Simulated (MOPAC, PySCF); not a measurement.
C2HNO, SMILES `N=C=C=O`, neutral singlet in the gas phase. 

Cartesian coordinates (Å):
SMILES: N=C=C=O
```xyz
5

N     -0.2823    -0.7029    -1.1348
C      0.2406    -0.3278    -0.0729
C      0.3768     0.3946     1.0148
O      0.7923     0.8160     2.0191
H     -1.1275    -0.1800    -1.3844
```
Charge 0, multiplicity 1.

All levels are single points at this geometry (CAM-B3LYP-D3(BJ)/def2-TZVP); Pople sets use spherical d functions. Orbital energies aren't observables, and empty levels follow the basis.

```csv
level,HOMO (eV),LUMO (eV),gap (eV),dipole (D),"vertical IE, Delta-SCF (eV)"
CAM-B3LYP-D3(BJ)/def2-TZVP in PySCF,-7.83,-2.29,5.55,1.92,9.12
PBE-D3(BJ)/def2-TZVP in PySCF,-5.20,-4.47,0.73,1.80,8.86
B3LYP/6-311+G** in PySCF,-6.35,-3.80,2.55,1.98,–
B3LYP/6-31G* in PySCF,-5.96,-3.36,2.60,1.92,8.89
BP86/6-31G* in PySCF,-4.99,-4.24,0.75,1.87,–
M06-2X/6-31G* in PySCF,-7.45,-2.17,5.28,2.00,–
SVWN5/6-31G* in PySCF,-4.96,-4.37,0.59,1.93,8.86
HF/6-31G* in PySCF,-9.36,0.84,10.19,2.22,–
HF/STO-3G in PySCF,-6.64,4.34,10.98,1.72,–
AM1 in MOPAC,-9.37,-0.96,8.41,1.98,–
PM3 in MOPAC,-8.74,-0.94,7.81,1.99,–
PM6 in MOPAC,-9.32,-1.44,7.88,2.36,–
PM7 in MOPAC,-9.36,-1.41,7.95,2.37,–
```
